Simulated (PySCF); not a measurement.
Compound: C₆H₁₄BP.
InChI=1S/C6H14BP/c1-6(2,3)8(7)4-5-8/h4-5H,1-3,7H3

Torsions of this conformer, `[BH3-:1][P+:2]1([C:3]([CH3:4])([CH3:5])[CH3:6])[CH:7]=[CH:8]1`: B1–P2–C3–C4 65°.

The closed-shell ground state was solved at several levels (PySCF, density fitting, gas phase, non-relativistic). Isolated species at its PBE0-D3(BJ)/def2-SVP geometry, gas phase.

```json
{"level": "PBE0/pcSseg-1", "basis functions": "213", "HOMO (eV)": "-7.63", "LUMO (eV)": "-1.04", "gap (eV)": "6.59", "dipole (D)": "5.22"}
{"level": "CAM-B3LYP/def2-SVPD", "basis functions": "276", "HOMO (eV)": "-8.89", "LUMO (eV)": "0.08", "gap (eV)": "8.97", "dipole (D)": "5.20"}
```

Q: Estimate the row for KT3/pcSseg-1, a basis of 213 functions; the other rows only guide the guess.

A: HOMO -6.56 eV, LUMO -1.96 eV, gap 4.60 eV, dipole 5.02 D.

Q: Over all these levels, which gives the widest orbital gap and which the narrowest?

A: CAM-B3LYP/def2-SVPD (range-separated hybrid) has the widest, 8.97 eV, and KT3/pcSseg-1 (GGA) the narrowest, 4.60 eV. Functional and basis both differ between the two, so the spread mixes both effects.

Q: How far do the dipole and the HOMO energy spread over the levels?

A: The dipole runs from 5.02 to 5.22 D (mean 5.15 D) and the HOMO from -8.89 to -6.56 eV.
